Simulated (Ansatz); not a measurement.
C$_{3}$H$_{9}$AlFN (`CC(C)[NH][AlH][F]`), relaxed with RKS PBE0-D4/def2-TZVP in Ansatz from a GFN2-xTB geometry. The force threshold is 0.005 eV/Å; the program also tests the step.

The species carries charge 0 and has multiplicity 1.

Start:

```xyz
15

C    -0.210    1.410   -0.014
C    -0.764   -0.004    0.069
C    -0.846   -0.471    1.524
N     0.104   -0.875   -0.710
Al    1.675   -0.581   -1.494
F     2.425   -1.848   -2.240
H     0.788    1.426    0.422
H    -0.848    2.114    0.516
H    -0.132    1.709   -1.058
H    -1.779   -0.018   -0.359
H    -1.487    0.192    2.101
H     0.149   -0.472    1.965
H    -1.251   -1.479    1.581
H    -0.259   -1.826   -0.719
H     2.436    0.722   -1.583
```

**Question.** How much energy does the relaxation release, and in how many steps? (Best estimate.)

**Answer.** Ansatz gave: 1.62 kcal/mol, in 11 steps, 1 of them rejected.

**Question.** Which bonds change most? (Best estimate.)

**Answer.** Ansatz gave: Al5–H15 from 1.511 to 1.569 Å; N4–Al5 from 1.781 to 1.762 Å; C2–C3 from 1.530 to 1.522 Å; C3–H11 from 1.087 to 1.093 Å.

**Question.** Give the relaxed structure. (An estimate is asked.)

**Answer.** Ansatz gave: 
```xyz
15

C    -0.195    1.428    0.031
C    -0.708    0.002    0.069
C    -0.880   -0.477    1.503
N     0.176   -0.880   -0.672
Al    1.672   -0.610   -1.565
F     2.345   -1.971   -2.220
H     0.789    1.500    0.506
H    -0.874    2.095    0.567
H    -0.104    1.795   -0.995
H    -1.701   -0.005   -0.406
H    -1.593    0.151    2.044
H     0.078   -0.449    2.030
H    -1.251   -1.505    1.531
H    -0.146   -1.839   -0.628
H     2.393    0.764   -1.794
```
